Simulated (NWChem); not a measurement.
System: C$_{3}$H$_{6}$OSi; SMILES [SiH3]C1=COC1

The following NWChem deck was run.

```
start job
memory heap 200 mb stack 900 mb global 1100 mb
geometry units angstroms noautosym nocenter noautoz
  Si    -0.008306    -1.842684     0.000000
  C     -0.005092    -0.000088     0.000000
  C     -0.938279     0.976672     0.000000
  O     -0.138010     2.094559     0.000000
  C      0.998959     1.148750     0.000000
  H      0.679166    -2.401826    -1.197799
  H      0.679166    -2.401826     1.197799
  H     -1.421454    -2.307873     0.000000
  H     -2.019996     1.075125     0.000000
  H      1.601827     1.290202    -0.901415
  H      1.601827     1.290202     0.901415
end
basis spherical
  * library def2-svp
end
dft
  xc m06-2x
  iterations 150
end
cosmo
  do_cosmo_smd true
  solvent etoac
end
task dft energy
```

Output (shortened):

```
             Northwest Computational Chemistry Package (NWChem) 7.3.0
             --------------------------------------------------------

                             Geometry "geometry" -> ""
                             -------------------------

 Output coordinates in angstroms (scale by  1.889725989 to convert to a.u.)

  No.       Tag          Charge          X              Y              Z
 ---- ---------------- ---------- -------------- -------------- --------------
    1 Si                  14.0000    -0.00830600    -1.84268400     0.00000000
    2 C                    6.0000    -0.00509200    -0.00008800     0.00000000
    3 C                    6.0000    -0.93827900     0.97667200     0.00000000
    4 O                    8.0000    -0.13801000     2.09455900     0.00000000
    5 C                    6.0000     0.99895900     1.14875000     0.00000000
    6 H                    1.0000     0.67916600    -2.40182600    -1.19779900
    7 H                    1.0000     0.67916600    -2.40182600     1.19779900
    8 H                    1.0000    -1.42145400    -2.30787300     0.00000000
    9 H                    1.0000    -2.01999600     1.07512500     0.00000000
   10 H                    1.0000     1.60182700     1.29020200    -0.90141500
   11 H                    1.0000     1.60182700     1.29020200     0.90141500

 Effective nuclear repulsion energy (a.u.)     209.3150112444

                                 NWChem DFT Module
                                 -----------------

 Summary of "ao basis" -> "ao basis" (spherical)
 ------------------------------------------------------------------------------
       Tag                 Description            Shells   Functions and Types
 ---------------- ------------------------------  ------  ---------------------
 Si                         def2-svp                 8       18   4s3p1d
 C                          def2-svp                 6       14   3s2p1d
 O                          def2-svp                 6       14   3s2p1d
 H                          def2-svp                 3        5   2s1p

 in cosmo_initialize ...
 calling solv_data for solv:etoac

 solvent parameters
 solvname_short: etoac
 solvname_long:  ethyl acetate
 dielec:        5.9867
 dielecinf:     1.8832
 nonaqueous SMD model solvent descriptors
 dielec:        5.9867
 sola:          0.0000
 solb:          0.4500
 solc:          0.0000
 solg:         33.6700
 solh:          0.0000
 soln:          1.3723

          ---------------
          -cosmo- solvent
          ---------------
 Cosmo: York-Karplus, doi: 10.1021/jp992097l
 dielectric constant -eps-     =   5.99
 screen = (eps-1)/(eps    )    =   0.83296
 surface charge correction     = lagrangian

   van der Waals surface
 --------------------------

[...]

                                COSMO-SMD solvation results
                                ---------------------------

             internal energy in gas <Psi(g)|H|Psi(g)> =      -482.223927340927
         internal energy in solvent <Psi(s)|H|Psi(s)> =      -482.223584444025
                               delta internal energy  =         0.000342896903 (    0.22 kcal/mol)
   total free energy in solvent <Psi(s)|H+V/2|Psi(s)> =      -482.228107252986
 polarization energy contribution <Psi(s)|V/2|Psi(s)> =        -0.004522808961 (   -2.84 kcal/mol)
    total free energy in solvent including G(SMD-CDS) =      -482.229512070840
                       G(SMD-CDS) energy contribution =        -0.001404817854 (   -0.88 kcal/mol)
     1 M fixed-concentration free energy of solvation =        -0.005584729913 (   -3.50 kcal/mol)

                       DFT Final Molecular Orbital Analysis
                       ------------------------------------

 Vector   21  Occ=2.000000D+00  E=-3.964388D-01
              MO Center= -1.4D-01, -1.0D+00, -3.5D-09, r^2= 4.5D+00
   Bfn.  Coefficient  Atom+Function         Bfn.  Coefficient  Atom+Function
  ----- ------------  ---------------      ----- ------------  ---------------
    85     -0.234121   8 H  s                 8      0.215717   1 Si px
    51      0.201066   4 O  py               23      0.194478   2 C  py
    75      0.192728   6 H  s                80      0.192728   7 H  s
    37     -0.170616   3 C  py               22     -0.154988   2 C  px
    11      0.153232   1 Si px               54      0.149072   4 O  py

 Vector   22  Occ=2.000000D+00  E=-3.809612D-01
              MO Center= -1.5D-01, -1.4D-02, -7.2D-10, r^2= 4.1D+00
   Bfn.  Coefficient  Atom+Function         Bfn.  Coefficient  Atom+Function
  ----- ------------  ---------------      ----- ------------  ---------------
    23      0.315863   2 C  py               51      0.307838   4 O  py
    65     -0.263768   5 C  py               54      0.233468   4 O  py
    85      0.224423   8 H  s                 9     -0.200477   1 Si py
    22      0.155879   2 C  px               63      0.143993   5 C  s
    21     -0.141980   2 C  s                86      0.132078   8 H  s

 Vector   23  Occ=2.000000D+00  E=-2.923643D-01
              MO Center= -1.9D-01,  4.9D-01, -3.2D-11, r^2= 2.7D+00
   Bfn.  Coefficient  Atom+Function         Bfn.  Coefficient  Atom+Function
  ----- ------------  ---------------      ----- ------------  ---------------
    24      0.401430   2 C  pz               27      0.349525   2 C  pz
    52     -0.339453   4 O  pz               55     -0.290334   4 O  pz
    38      0.286784   3 C  pz               41      0.177368   3 C  pz
    76      0.109511   6 H  s                81     -0.109511   7 H  s
    75      0.105404   6 H  s                80     -0.105404   7 H  s

 Vector   24  Occ=0.000000D+00  E= 3.496894D-02
              MO Center= -3.9D-01,  2.2D-01,  9.9D-10, r^2= 3.5D+00
   Bfn.  Coefficient  Atom+Function         Bfn.  Coefficient  Atom+Function
  ----- ------------  ---------------      ----- ------------  ---------------
    41      0.591311   3 C  pz               13     -0.473467   1 Si pz
    38      0.444405   3 C  pz               27     -0.416519   2 C  pz
    76     -0.389366   6 H  s                81      0.389366   7 H  s
    24     -0.281309   2 C  pz               55     -0.230513   4 O  pz
    52     -0.208618   4 O  pz               96     -0.171619  10 H  s

 Vector   25  Occ=0.000000D+00  E= 8.092976D-02
              MO Center=  3.5D-01, -1.6D+00,  3.6D-10, r^2= 4.7D+00
   Bfn.  Coefficient  Atom+Function         Bfn.  Coefficient  Atom+Function
  ----- ------------  ---------------      ----- ------------  ---------------
    21      1.371863   2 C  s                12     -1.209319   1 Si py
    86     -0.960619   8 H  s                11     -0.872980   1 Si px
    63      0.503434   5 C  s                 4     -0.496975   1 Si s
    26     -0.368349   2 C  py               96     -0.321405  10 H  s
   101     -0.321405  11 H  s                35     -0.309283   3 C  s

 Vector   26  Occ=0.000000D+00  E= 8.983609D-02
              MO Center= -1.6D-01, -1.7D+00,  1.4D-09, r^2= 4.3D+00
   Bfn.  Coefficient  Atom+Function         Bfn.  Coefficient  Atom+Function
  ----- ------------  ---------------      ----- ------------  ---------------
    11      1.137078   1 Si px               12     -1.084951   1 Si py
    21      0.770924   2 C  s                76     -0.726550   6 H  s
    81     -0.726550   7 H  s                86      0.713608   8 H  s
    26     -0.455284   2 C  py               35      0.386681   3 C  s
     4     -0.325387   1 Si s                91     -0.313640   9 H  s

     Multipole analysis of the density
     ---------------------------------

     L   x y z        total         alpha         beta         nuclear
     -   - - -        -----         -----         ----         -------
     0   0 0 0     -0.000000    -23.000000    -23.000000     46.000000

     1   1 0 0      0.173630     -0.133999     -0.133999      0.441629
     1   0 1 0     -0.126337     -0.304018     -0.304018      0.481699
     1   0 0 1      0.000000      0.000000      0.000000      0.000000

     2   2 0 0    -24.805802    -54.502826    -54.502826     84.199849
     2   1 1 0      0.632544     -1.948439     -1.948439      4.529422
     2   1 0 1      0.000000      0.000000      0.000000      0.000000
     2   0 2 0    -32.850486   -226.447103   -226.447103    420.043721
     2   0 1 1     -0.000000     -0.000000     -0.000000      0.000000
     2   0 0 2    -29.283799    -22.667050    -22.667050     16.050302
```

Level: M06-2X/def2-SVP, SMD on the gas-phase geometry. Geometry: optimised at B3LYP/6-31G* (spherical d). Solvent: ethyl acetate.
